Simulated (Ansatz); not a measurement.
Ansatz (a first-principles code) job for pyrazine-2-carbonitrile (C5H3N3), SMILES c1cncc(C#N)n1, PBE0-D3(BJ)/def2-SVP. 

Ansatz 0.2 input:
```yaml
crystal:
  periodic: [false, false, false]
  atoms:
    - {symbol: N, position_ang: [0.01264051, 3.12763801, 0.00000000]}
    - {symbol: C, position_ang: [0.05806492, 1.98347565, -0.00000000]}
    - {symbol: C, position_ang: [0.04308936, 0.56352986, -0.00000000]}
    - {symbol: C, position_ang: [-1.17718742, -0.12522287, 0.00000000]}
    - {symbol: N, position_ang: [-1.21501575, -1.44443035, 0.00000000]}
    - {symbol: C, position_ang: [-0.05924835, -2.09064862, -0.00000000]}
    - {symbol: C, position_ang: [1.15419771, -1.40743042, 0.00000000]}
    - {symbol: N, position_ang: [1.20511052, -0.08967757, -0.00000000]}
    - {symbol: H, position_ang: [-2.12577341, 0.39340643, -0.00000000]}
    - {symbol: H, position_ang: [-0.11256616, -3.17007007, 0.00000000]}
    - {symbol: H, position_ang: [2.10569535, -1.92026867, 0.00000000]}
basis:
  gaussian:
    orbitals: def2-SVP
hamiltonian:
  xc: pbe0
  dispersion: d3bj
relax: {f_tol: 0.002, max_steps: 200}
```

Program output:

```
WARN ansatz: RAYON_NUM_THREADS=1 ignored (pool sized by the plan → 1); use --threads N
Functional definition: PBE0
integrals: 0.10 GiB planned
1483 factors; integrals over basis functions are off by at most 4.5e-4 eV
mean field: 0.62 GiB planned
mean field evaluation 1: about -9678.8577 eV, gradient 4.6e1 eV
mean field evaluation 2: about -9675.0860 eV, gradient 6.4e1 eV
mean field evaluation 4: about -9683.7583 eV, gradient 4.1e0 eV
mean field evaluation 8: about -9683.8918 eV, gradient 4.9e-1 eV
mean field evaluation 16: about -9683.8924 eV, gradient 9.6e-5 eV
mean field -9683.89237107 eV, -355.8764806590 hartree, gradient 3.7e-5 eV, S^2 0.000000; 0 other end points of the search recorded, 0 dependent functions left out
the calculation of the forces begins
reference -9683.89239475 eV, -355.8764815292 hartree; 27, 27 occupied and 100, 100 virtual orbitals, 1483 factors
relax step   1: F+E_penalty+E_count = -9684.15965619 eV  Δ(F+E_penalty+E_count) = +0.000e0 eV  max|allowed force component| = 1.741e0 eV/Å  Δτ_max = 0.0000 Å  (32 SCF iters, accepted)
these checks for a lower state are left out or cut short: starts, cluster_reference, orbital_swaps, neighbouring_geometries, increment
integrals: 0.10 GiB planned
1483 factors; integrals over basis functions are off by at most 5.2e-4 eV
mean field: 0.62 GiB planned
mean field -9683.92893174 eV, -355.8778242385 hartree, gradient 2.2e-5 eV, S^2 0.000000; 0 other end points of the search recorded, 0 dependent functions left out
the calculation of the forces begins
reference -9683.92895547 eV, -355.8778251106 hartree; 27, 27 occupied and 100, 100 virtual orbitals, 1483 factors
relax step   2: F+E_penalty+E_count = -9684.19541841 eV  Δ(F+E_penalty+E_count) = -3.576e-2 eV  max|allowed force component| = 4.372e-1 eV/Å  Δτ_max = 0.0254 Å  (35 SCF iters, accepted)
these checks for a lower state are left out or cut short: starts, cluster_reference, orbital_swaps, neighbouring_geometries, increment
integrals: 0.10 GiB planned
1483 factors; integrals over basis functions are off by at most 5.2e-4 eV
mean field: 0.62 GiB planned
mean field evaluation 32: about -9683.9329 eV, gradient 2.5e-4 eV
mean field -9683.93287057 eV, -355.8779689878 hartree, gradient 2.2e-5 eV, S^2 0.000000; 0 other end points of the search recorded, 0 dependent functions left out
the calculation of the forces begins
reference -9683.93289431 eV, -355.8779698605 hartree; 27, 27 occupied and 100, 100 virtual orbitals, 1483 factors
relax step   3: F+E_penalty+E_count = -9684.19913115 eV  Δ(F+E_penalty+E_count) = -3.713e-3 eV  max|allowed force component| = 7.402e-2 eV/Å  Δτ_max = 0.0096 Å  (36 SCF iters, accepted)
these checks for a lower state are left out or cut short: starts, cluster_reference, orbital_swaps, neighbouring_geometries, increment
integrals: 0.10 GiB planned
1483 factors; integrals over basis functions are off by at most 5.2e-4 eV
mean field: 0.62 GiB planned
mean field -9683.93339179 eV, -355.8779881424 hartree, gradient 2.2e-5 eV, S^2 0.000000; 0 other end points of the search recorded, 0 dependent functions left out
the calculation of the forces begins
reference -9683.93341552 eV, -355.8779890147 hartree; 27, 27 occupied and 100, 100 virtual orbitals, 1483 factors
relax step   4: F+E_penalty+E_count = -9684.19966102 eV  Δ(F+E_penalty+E_count) = -5.299e-4 eV  max|allowed force component| = 3.361e-2 eV/Å  Δτ_max = 0.0055 Å  (28 SCF iters, accepted)
these checks for a lower state are left out or cut short: starts, cluster_reference, orbital_swaps, neighbouring_geometries, increment
integrals: 0.10 GiB planned
1483 factors; integrals over basis functions are off by at most 5.2e-4 eV
mean field: 0.62 GiB planned
mean field -9683.93347948 eV, -355.8779913650 hartree, gradient 1.1e-5 eV, S^2 0.000000; 0 other end points of the search recorded, 0 dependent functions left out
the calculation of the forces begins
reference -9683.93350321 eV, -355.8779922371 hartree; 27, 27 occupied and 100, 100 virtual orbitals, 1483 factors
relax step   5: F+E_penalty+E_count = -9684.19976806 eV  Δ(F+E_penalty+E_count) = -1.070e-4 eV  max|allowed force component| = 1.951e-2 eV/Å  Δτ_max = 0.0023 Å  (28 SCF iters, accepted)
these checks for a lower state are left out or cut short: starts, cluster_reference, orbital_swaps, neighbouring_geometries, increment
integrals: 0.10 GiB planned
1483 factors; integrals over basis functions are off by at most 5.2e-4 eV
mean field: 0.62 GiB planned
mean field -9683.93351070 eV, -355.8779925122 hartree, gradient 1.1e-5 eV, S^2 0.000000; 0 other end points of the search recorded, 0 dependent functions left out
the calculation of the forces begins
reference -9683.93353443 eV, -355.8779933844 hartree; 27, 27 occupied and 100, 100 virtual orbitals, 1483 factors
relax step   6: F+E_penalty+E_count = -9684.19980008 eV  Δ(F+E_penalty+E_count) = -3.202e-5 eV  max|allowed force component| = 7.390e-3 eV/Å  Δτ_max = 0.0026 Å  (28 SCF iters, accepted)
these checks for a lower state are left out or cut short: starts, cluster_reference, orbital_swaps, neighbouring_geometries, increment
integrals: 0.10 GiB planned
1483 factors; integrals over basis functions are off by at most 5.2e-4 eV
mean field: 0.62 GiB planned
mean field evaluation 64: about -9683.9335 eV, gradient 1.6e-5 eV
mean field -9683.93353460 eV, -355.8779933908 hartree, gradient 1.6e-5 eV, S^2 0.000000; 0 other end points of the search recorded, 0 dependent functions left out
the calculation of the forces begins
reference -9683.93355835 eV, -355.8779942634 hartree; 27, 27 occupied and 100, 100 virtual orbitals, 1483 factors
relax step   7: F+E_penalty+E_count = -9684.19981211 eV  Δ(F+E_penalty+E_count) = -1.203e-5 eV  max|allowed force component| = 5.257e-3 eV/Å  Δτ_max = 0.0038 Å  (28 SCF iters, accepted)
these checks for a lower state are left out or cut short: starts, cluster_reference, orbital_swaps, neighbouring_geometries, increment
integrals: 0.10 GiB planned
1483 factors; integrals over basis functions are off by at most 5.2e-4 eV
mean field: 0.62 GiB planned
mean field -9683.93353540 eV, -355.8779934199 hartree, gradient 3.2e-5 eV, S^2 0.000000; 0 other end points of the search recorded, 0 dependent functions left out
the calculation of the forces begins
reference -9683.93355914 eV, -355.8779942924 hartree; 27, 27 occupied and 100, 100 virtual orbitals, 1483 factors
relax step   8: F+E_penalty+E_count = -9684.19981311 eV  Δ(F+E_penalty+E_count) = -9.972e-7 eV  max|allowed force component| = 1.939e-3 eV/Å  Δτ_max = 0.0004 Å  (23 SCF iters, accepted)
integrals: 0.10 GiB planned
1483 factors; integrals over basis functions are off by at most 5.2e-4 eV
mean field: 0.62 GiB planned
mean field -9683.93353540 eV, -355.8779934199 hartree, gradient 3.2e-5 eV, S^2 0.000000; 1 other end points of the search recorded, 0 dependent functions left out
the calculation of the forces begins
reference -9683.93355914 eV, -355.8779942924 hartree; 27, 27 occupied and 100, 100 virtual orbitals, 1483 factors
Total energy: -9684.19983685 eV, -355.8877798178 hartree
Atom 0 at     0.025189     3.155162    -0.000000 Å, force    -0.000457     0.000162     0.000000 eV/Å
Atom 1 at     0.050807     1.997376    -0.000000 Å, force     0.001939    -0.001017    -0.000000 eV/Å
Atom 2 at     0.036379     0.557676     0.000000 Å, force    -0.000400     0.000621    -0.000000 eV/Å
Atom 3 at    -1.186486    -0.131620     0.000000 Å, force     0.001342    -0.001670     0.000000 eV/Å
Atom 4 at    -1.226724    -1.457036     0.000000 Å, force    -0.000484    -0.000932    -0.000000 eV/Å
Atom 5 at    -0.061380    -2.094516     0.000000 Å, force    -0.001032     0.000270     0.000000 eV/Å
Atom 6 at     1.155824    -1.404976     0.000000 Å, force    -0.000954     0.000930    -0.000000 eV/Å
Atom 7 at     1.207678    -0.081067     0.000000 Å, force     0.000063     0.001261     0.000000 eV/Å
Atom 8 at    -2.135789     0.413792    -0.000000 Å, force    -0.000055     0.000010    -0.000000 eV/Å
Atom 9 at    -0.084969    -3.189560    -0.000000 Å, force    -0.000096     0.000082    -0.000000 eV/Å
Atom 10 at     2.108477    -1.944931    -0.000000 Å, force     0.000134     0.000283    -0.000000 eV/Å
Dipole moment:    -0.006661    -0.824841     0.000000 e Å
```

Self-consistency was reached.

Cost: roughly 70 core-seconds.
